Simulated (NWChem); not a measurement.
System: CH3F3Si; SMILES FC(F)[SiH2]F

```xyz
8

F     -0.9140     1.6458     0.0000
Si     0.5587     0.9696     0.0000
C      0.3684    -0.9352     0.0000
F     -0.3171    -1.3371    -1.1010
F     -0.3171    -1.3371     1.1010
H      1.2785     1.3781     1.2347
H      1.2785     1.3781    -1.2347
H      1.3438    -1.4625     0.0000
```
Atoms are numbered in this order, from 1.

Results from NWChem. Medium grid unless said otherwise, to which SCAN and Minnesota functionals are sensitive. All runs use the structure optimised with PBE0/def2-SVP.

Order these by “dipole (D)”, lowest first: M06/def2-SVP; PBE/def2-SVP; TPSS/def2-SVP; BHandHLYP/def2-SVP; M06-L/def2-SVP.

PBE/def2-SVP (2.33), TPSS/def2-SVP (2.42), M06-L/def2-SVP (2.63), M06/def2-SVP (2.84), BHandHLYP/def2-SVP (2.98)
